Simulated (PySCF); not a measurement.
Interval between two levels of Mo by level of theory

Mo [Kr] 4d5 5s1 [7S3, M_J = 3] → Mo [Kr] 4d5 5p1 [7P4, M_J = 4], as a difference of total energies. Computed with PySCF 2.14 in x2c-SVPall-2c with one added diffuse shell each of s, p, d type (7s9p7d1f, 76 functions), with the two-component X2C-1e Hamiltonian. Correlated levels: [Ar] 3d10 frozen; the 6 highest virtual spinors dropped. "Screened" scales the spin-orbit matrix elements by Boettger's factors to mimic the two-electron term; Breit and QED terms are absent.

| method | interval between two levels (cm⁻¹) |
| --- | --- |
| GHF (spin-free) | 23572 |
| GMP2 (spin-free) | 26077 |
| GHF (screened spin-orbit) | 23798 |
| GMP2 (screened spin-orbit) | 26353 |

The labels give the starting determinants; with spin-orbit coupling the two ends relaxed to ⟨J²⟩ = 12.00, ⟨L²⟩ = 0.01, ⟨S²⟩ = 12.00 and ⟨J²⟩ = 20.04, ⟨L²⟩ = 2.06, ⟨S²⟩ = 12.00.
